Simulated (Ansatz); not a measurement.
Cost and result up the ladder for Mg9Se9 (18 atoms). Total charge 0; singlet. Geometry: PBE-D4/def2-SVP.

| atom | x (Å) | y (Å) | z (Å) |
| --- | --- | --- | --- |
| Mg1 | 1.1706 | 0.0994 | 2.5413 |
| Mg2 | -1.8180 | -0.6691 | -0.1040 |
| Mg3 | -1.9978 | 0.5731 | 2.8742 |
| Mg4 | 1.0360 | 0.2329 | -3.0107 |
| Mg5 | 1.8515 | 2.0089 | -0.2388 |
| Mg6 | -1.2306 | 2.1790 | -1.8329 |
| Mg7 | 0.1343 | -2.4646 | -1.8694 |
| Mg8 | 2.7766 | -1.2409 | -0.0568 |
| Mg9 | -3.5973 | 2.0380 | -0.3247 |
| Se10 | 1.2326 | 2.7040 | -2.6181 |
| Se11 | -1.4295 | -0.5860 | -2.7492 |
| Se12 | -0.7471 | -3.0536 | 0.4529 |
| Se13 | -0.2745 | 0.2732 | 4.5574 |
| Se14 | -3.9167 | 0.0006 | 1.2650 |
| Se15 | 1.3055 | -2.5217 | 1.6262 |
| Se16 | 3.4604 | 0.7938 | 1.2689 |
| Se17 | 2.4967 | -1.8033 | -2.5245 |
| Se18 | -0.4527 | 1.4365 | 0.7431 |

Ansatz; hardware A = 2 threads of AMD EPYC 7R13 on a shared host and a share (18 GiB) of an NVIDIA H100 80GB HBM3; B = 2 threads of AMD EPYC 7R13 on a shared host. Times are rough, and most runs start from the orbitals of an earlier one. No level here is sound enough to serve as a yardstick. Binding counts from free atoms at the same level (Mg singlet, Se triplet; other spins of the atoms weren't run), without zero-point energy or a counterpoise term.

Correlated methods freeze 90 core orbitals; core or outer-core shells of Mg, Se are correlated, in sets that lack core-valence functions. The rows differ in basis, and correlated rows in double-zeta sets carry the largest basis error. Single mean-field runs in def2-SVP, def2-TZVP are fitted with def2-universal-jkfit. Another isomer (singlet) lies 2.12 eV lower at PBE0-D4/def2-TZVP; other spin states weren't run for this one.

Correlated methods converge slowly with the basis, most of all in double-zeta sets.

| level | functions | wall time | binding energy per atom (eV) |
| --- | --- | --- | --- |
| PBE-D4/def2-TZVP [A] | 720 | 8 s | 2.84 |
| BLYP-D4/def2-SVP [A] | 450 | 8 s | 2.67 |
| PBE-D4/def2-SVP (with forces) [A] | 450 | 8.5 s | 2.87 |
| r2SCAN-D4/def2-SVP [A] | 450 | 9 s | 2.94 |
| PBE0-D4/def2-SVP [A] | 450 | 12 s | 2.85 |
| PBE0-D4/def2-TZVP [A] | 720 | 13 s | 2.83 |
| MP2/def2-SVP [A] | 450 | 14 s | 2.76 |
| RPA@PBE/def2-SVP [A] | 450 | 20 s | 2.36 |
| HF/STO-3G [B] | 243 | 30 s | 3.94 |
